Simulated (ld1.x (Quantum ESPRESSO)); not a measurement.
**LDA (PZ) PAW dataset for platinum, scalar-relativistic all-electron reference.**

| Property | Result |
| --- | --- |
| Element | platinum |
| Generator | ld1.x (Quantum ESPRESSO) 7.5 |
| Type | PAW |
| Functional | LDA (PZ) |
| Relativity | scalar-relativistic |
| Frozen core | [Kr] 4d10 4f14 |
| Valence charge | 18 |
| Reference configuration | 5s2 5p6 5d9 6s1 6p0 |
| Partial waves | 5s (bound): rcut 1.35, rcutus 1.50 bohr; 6s (bound): rcut 1.35, rcutus 1.50 bohr; 5p (bound): rcut 1.50, rcutus 2.10 bohr; 6p (bound, empty): rcut 1.50, rcutus 2.10 bohr; 5d (bound): rcut 1.30, rcutus 1.40 bohr; 5d channel at 4.4 Ry: rcut 1.30, rcutus 1.40 bohr |
| Local potential | all-electron potential smoothed inside 1.75 bohr (lloc = -2) |
| Core correction | Bessel-smoothed model core inside 0.75 bohr |
| Augmentation charge | BG, radius 1.25 bohr |

All-electron outer shells of the reference configuration (LDA (PZ), scalar-relativistic, ld1.x):

```json
{"shell": "4d", "level (eV)": "-306.79", "outermost node (bohr)": "0.20", "outermost maximum (bohr)": "0.42"}
{"shell": "5s", "level (eV)": "-102.20", "outermost node (bohr)": "0.49", "outermost maximum (bohr)": "0.87"}
{"shell": "4f", "level (eV)": "-70.51", "outermost node (bohr)": "–", "outermost maximum (bohr)": "0.38"}
{"shell": "5p", "level (eV)": "-56.29", "outermost node (bohr)": "0.53", "outermost maximum (bohr)": "0.98"}
{"shell": "5d", "level (eV)": "-6.38", "outermost node (bohr)": "0.57", "outermost maximum (bohr)": "1.26"}
{"shell": "6s", "level (eV)": "-5.97", "outermost node (bohr)": "1.14", "outermost maximum (bohr)": "2.38"}
{"shell": "6p", "level (eV)": "-0.96", "outermost node (bohr)": "1.36", "outermost maximum (bohr)": "3.55"}
```

(1) Estimate the cutoffs (Ry, on a coarse ladder) from which the occupation-weighted sum of valence levels, in a spherical-Bessel basis at the reference potential, stays within 10 and 1 mRy of its value at 400 Ry.

(2) What does a ghost test show?

(3) Is the overlap operator S = 1 + Σ q|β⟩⟨β| positive definite (Bessel basis up to 400 Ry)?

(4) Which valence shell sets the plane-wave cutoff?

## Answers

(1) 50 Ry and 90 Ry.

(2) No extra level below or beside the all-electron valence levels (s, p, d, f tested).

(3) Yes: its lowest eigenvalue is 0.08 (p channel).

(4) 5d: its level needs 50 Ry to come within 1 mRy, against 40 Ry for 6s.

Test run stopped at test 1 of 9 (negative rho).
